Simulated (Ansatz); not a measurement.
# Cost against result

Saddle point of GeAsH7O, singlet (GeH₄O ([OH][GeH3]) + AsH₃ → GeAsH₅ ([GeH3][AsH2]) + H₂O; bonds formed: Ge1–As7, O2–H6; bonds broken: Ge1–O2, H6–As7), PBE0-D4/def2-TZVP structure:

```xyz
10
angstrom
Ge -0.8561 0.6690 -0.8129
O 0.4497 1.1296 0.5922
H -0.1572 0.6138 -2.1645
H -1.8997 -0.4029 -0.4958
H -1.5302 2.0532 -0.6308
H 0.7904 0.1179 0.6404
As 0.7886 -1.7945 -0.1750
H 0.0829 1.4470 1.4326
H 0.1585 -2.1845 1.1601
H 2.1732 -1.6487 0.4537
```

Barriers are electronic and count from the start structure reached by relaxing down the imaginary mode.

Program: Ansatz 0.2.0. Basis: as named in each row. Cores are frozen in the correlated methods. Filled d shells of the heavier atoms are correlated. The def2 sets are not built for correlating such inner shells, so the correlated values are less sure here. B3LYP uses VWN-RPA correlation. Extrapolation: Hartree–Fock as exp(−7.88 √X), correlation as X^−2.97.

Times are rough, for one single point on 8 threads of a shared host (Arm Neoverse V1).

The estimate by CCSD(T) at an estimated basis limit (MP2 extrapolated from triple and quadruple zeta, plus CCSD(T) − MP2 in triple zeta) is 38.09 kcal/mol.

```tsv
method	basis	time (s)	barrier (kcal/mol)	method less estimate
HF	STO-3G	under 1	62.57	24.47
SPW92	def2-SVP	under 1	21.37	-16.73
PBE-D4	STO-3G	under 1	32.68	-5.42
PBE-D4	def2-SVP	under 1	28.67	-9.43
B3LYP-D4	6-31G	under 1	29.72	-8.37
SPW92	def2-TZVPP	under 1	22.57	-15.53
PBE0-D4	def2-SVP	under 1	32.81	-5.28
PBE-D4	def2-TZVPP	1	29.49	-8.60
BLYP-D4	def2-TZVPP	1	33.65	-4.44
B3LYP-D4	def2-TZVPP	2	36.60	-1.49
BHLYP-D4	def2-TZVPP	2	41.08	2.98
PBE0-D4	def2-TZVPP	2	33.46	-4.63
CAM-B3LYP-D4	def2-TZVPP	2	39.33	1.24
r2SCAN-D4	def2-TZVPP	2	33.91	-4.19
r2SCAN0-D4	def2-TZVPP	3	35.92	-2.18
RPA on PBE	def2-TZVPP	3	41.61	3.52
B2PLYP	def2-TZVPP	3	38.83	0.74
wB97M-V	def2-SVP	3	35.82	-2.27
PBE-QIDH	def2-TZVPP	3	37.25	-0.84
wB97X-V	def2-TZVPP	4	40.06	1.97
wB97M-V	def2-TZVPP	5	37.13	-0.96
B97M-V	def2-TZVPP	5	39.51	1.41
CCSD(T)	def2-SVP	6	42.32	4.23
MP2	def2-QZVPP	13	37.29	-0.80
CCSD(T)	def2-TZVPP	98	40.05	1.95
```

All methods are single points on the PBE0-D4 structures.

T1 diagnostic: at most 0.013.

Labels in which every atom is bracketed show which atoms are joined, not bond orders.
